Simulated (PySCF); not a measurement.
Molecule: `FC(F)OC[n+]1ccoc1`, [C5H6F2NO2]+.

Bonds (- single, = double, # triple, : aromatic): F1-C2, C2-F3, C2-O4, O4-C5, C5-N6, N6:C7, C7:C8, C8:O9, O9:C10, C10:N6. C2 carries H11; C5 carries H12, H13; C7 carries H14; C8 carries H15; C10 carries H16. Formal charges: N6 +1.

Total charge +1.

Frames of a GFN2-xTB Langevin trajectory at 200 K; GIAO PBE0/pcSseg-1 shieldings in PySCF 2.14.0 with density-fitted response routines, gas phase, non-relativistic; equivalent atoms averaged within each frame.

Shifts are taken against calculated references (same method and geometry level): CFCl3 for ¹⁹F (σref 170.95); ¹³C (σref 186.93), ¹H (σref 31.72) vs TMS; ¹⁷O (σref 336.08) against H2O; ¹⁵N (σref 267.73) against NH3. The references are static minima.

Task: How do the shifts (ppm) fluctuate along the trajectory?

Result: 
```tsv
time (fs)	F1/F3	C10	C8	C7	C2	C5	O9	O4	N6	H16
250	-99.6	161.9	156.5	129.6	123.6	72.5	356.4	128.9	230.9	9.88
425	-112.7	156.2	153.5	131.9	118.6	71.3	321.3	123.4	222.3	8.57
625	-95.9	160.2	152.4	134.4	125.0	79.0	359.2	168.5	243.0	8.23
800	-102.7	167.8	155.5	134.3	119.6	74.2	344.9	139.6	247.7	9.12
1000	-107.0	160.7	154.1	140.5	124.4	69.4	337.0	166.4	249.0	9.03
mean of frames	-103.6	161.4	154.4	134.1	122.3	73.3	343.8	145.4	238.6	8.97
standard deviation	6.5	4.2	1.6	4.1	2.9	3.6	15.4	21.0	11.6	0.62
```

5 frames give an uncertainty of the mean of about the standard deviation over 2.2 at best, since frames this close in time may not be independent; classical motion lacks zero-point vibration, and the reference would need the same averaging.
